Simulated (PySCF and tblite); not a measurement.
The numbers below are computed, except where a source is named.
System: C₇H₉ (charge +1), numbered as in [CH3:1][C+:2]1[CH:3]=[CH:4][CH2:5][CH:6]=[CH:7]1.

Geometries: PBE0-D3(BJ)/def2-SVP; energies: PBE0/pcSseg-1 + D3(BJ); zero-point and thermal terms from GFN2-xTB harmonic modes (soft modes blended into free rotors). Rate constants are transition-state-theory values, counting equivalent paths, without tunnelling. (PySCF 2.14 with density fitting, tblite 0.8.)

Tunnelling of the moving H, left out here, will speed the real process. The ion is treated without a counter-ion.

Q: How high is the barrier to the shift of H on C5 from C5 to C4, through which structure does it pass, and what rate follows at 298 K?

A: The electronic barrier is 14.8 kcal/mol and ΔG‡(298 K) 13.7 kcal/mol, over a C1 saddle with an imaginary mode of 738i cm⁻¹ (GFN2-xTB). With 2 equivalent paths, k is 1060 s⁻¹, a mean lifetime of the start of 940 µs against this motion. The end lies 5.4 kcal/mol above the start in free energy.
